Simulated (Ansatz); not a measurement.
Basis-set series for CH$_{4}$BrGaOS, SMILES `C[O][Ga]([SH])[Br]`. Total charge 0; spin multiplicity 1. Geometry: relaxed with PBE0-D4/def2-TZVP. It is one conformer, not always the lowest.

| functional | basis | functions | energy (Eh) | HOMO (eV) | LUMO (eV) |
| --- | --- | --- | --- | --- | --- |
| PBE0-D4 | def2-SVP | 130 | -5011.47315 | -7.79 | -1.03 |
| PBE0-D4 | def2-QZVPP | 482 | -5012.42125 | -7.95 | -1.32 |
| ωB97M-V | def2-SVP | 130 | -5011.96990 | -9.98 | 0.91 |
| ωB97M-V | def2-QZVPP | 482 | -5012.91414 | -10.18 | 0.39 |

**Question.** Give the rows for def2-TZVPP. (Best estimate.)

**Answer.** Computed: 
```
functional       basis  functions  energy (Eh)  HOMO (eV)  LUMO (eV)
   PBE0-D4  def2-TZVPP        256  -5012.30658      -7.93      -1.21
   ωB97M-V  def2-TZVPP        256  -5012.80364     -10.15       0.66
```

Positive LUMOs are unbound and depend on the basis. Scalar relativity is left out up to krypton.
